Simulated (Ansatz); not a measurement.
Stepwise reaction of `[Cl][Ge]([Cl])([I])[I]` with hydrogen chloride, as a gas-phase model of exchange steps in deposition or etching. ΔE in kJ/mol; ΔG adds harmonic PBE0-D4 terms to CCSD(T)/CBS, at 1 bar.

Isolated molecules relaxed with PBE0-D4/def2-TZVP in Ansatz; ΔE leaves out vibrations. CCSD(T)/CBS adds triple-zeta CCSD(T) − MP2 to the extrapolated MP2 energy (def2 sets, frozen cores). This one scheme is used for every species. Functionals use def2-TZVPP. B3LYP here is the variant with VWN-RPA as its local correlation; programs differ in this. Elements past krypton have def2 core potentials. For Ge, I outer-core shells are correlated without core-valence functions, which leaves a few kJ/mol of doubt a bond. Scalar relativity is left out up to krypton.

```tsv
step	reaction	PBE-D4	B3LYP-D4	ωB97M-V	CCSD(T)/CBS	ΔG(400 K)
1	`[Cl][Ge]([Cl])([I])[I]` + HCl → `[Cl][Ge]([Cl])([Cl])[I]` + HI	15.4	14.0	9.0	17.0	15.6
2	`[Cl][Ge]([Cl])([Cl])[I]` + HCl → `[Cl][Ge]([Cl])([Cl])[Cl]` + HI	14.5	12.9	8.0	15.4	17.4
```

Q: By hand: ΔE of the 2 steps together at CCSD(T)/CBS.

A: (17.0) + (15.4) = 32.4 kJ/mol, or 16.2 kJ/mol a step.

In ΔE the steps differ by no more than 1.6 kJ/mol. All are uphill at CCSD(T)/CBS. ΔG lies between 15.6 and 17.4 kJ/mol a step. PBE-D4 differs from CCSD(T)/CBS by -1.6 to -0.9 kJ/mol a step. Only this route is followed, and other bonds may react first. Isolated molecules leave out the surface, adducts and barriers. Largest T1 diagnostic: 0.009.
